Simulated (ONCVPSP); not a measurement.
# Configuration tests for tin (Sn) (ONCV)

```json
{
  "Element": "tin (Sn)",
  "Generator": "ONCVPSP 4.0.1",
  "Type": "optimised norm-conserving Vanderbilt (ONCV)",
  "Functional": "LDA (Perdew-Zunger)",
  "Relativity": "fully relativistic",
  "Frozen core": "[Kr]",
  "Valence charge": "14",
  "Reference configuration": "4d10 5s2 5p2",
  "Partial waves": "5s: rc 2.15 bohr, ncon 3, nbas 6, qcut 2.5 1/bohr, 3 projectors, debl 3.1 Ha; 5p: rc 2.20 bohr, ncon 4, nbas 8, qcut 4.1 1/bohr, 3 projectors, debl 3.8 Ha; 4d: rc 1.60 bohr, ncon 4, nbas 9, qcut 9.1 1/bohr, 3 projectors, debl 2.8 Ha",
  "Local potential": "polynomial inside 1.10 bohr (lpopt 3, dvloc0 0 Ha)",
  "Core correction": "none"
}
```

Open shells are filled in proportion to 2j + 1.

Energies are relative to the spin-unpolarised reference configuration 4d10 5s2 5p2; without spin polarisation the order of configurations can differ from experiment.

| valence configuration | charge | ΔE all-electron (eV) | error AE − PS (meV) |
| --- | --- | --- | --- |
| 4d10 5s2 5p0 | +2 | 21.395 | +0.8 |
| 4d9 5s2 5p3 | 0 | 24.317 | -135 |

What are ΔE and the potential's error for 4d10 5s2 5p1?

ΔE = 7.112 eV all-electron; the error (AE − PS) is 0.0 meV.

What are ΔE and the potential's error for 4d10 5s1 5p0?

ΔE = 52.844 eV all-electron; the error (AE − PS) is +15 meV.

Note: no bound ghost flagged; GHOST(+) flagged for s at 75.1 eV, p3/2 at 174.5 eV, p1/2 at 186.5 eV.
